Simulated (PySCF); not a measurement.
# Gas-phase thermal properties of CaI

Method: PySCF energies (xtb for GFN2) plus ideal-gas RRHO corrections (1 bar). Table values come from the NASA 1993 polynomials. Open shells (unrestricted): CaI (multiplicity 2). GFN2 has no spin-polarisation term. I: scalar-relativistic def2 core potential, no spin-orbit coupling. The harmonic model lacks anharmonicity and excited electronic states, which grow with temperature; levels with a mode under 35 cm⁻¹ are left out. The table's entry may be an old estimate for CaI (not checked at source).

| level | point group | σ | ZPE (kJ/mol) | S°298 (J/mol/K) | Cp298 (J/mol/K) | S°1000 (J/mol/K) | H1000 − H298 (kJ/mol) |
|---|---|---|---|---|---|---|---|
| table | - | - | - | 261.4 | 36.7 | 306.6 | 26.3 |
| GFN2-xTB | C∞v | 1 | 1.2 | 262.8 | 36.8 | 307.8 | 26.1 |
| PBE/def2-SVP | C∞v | 1 | 1.4 | 260.9 | 36.6 | 305.8 | 26.1 |
| PBE0/def2-TZVP | C∞v | 1 | 1.4 | 260.9 | 36.6 | 305.8 | 26.1 |
σ: rotational symmetry number. Electronic degeneracy used: 2. Frequencies are unscaled.
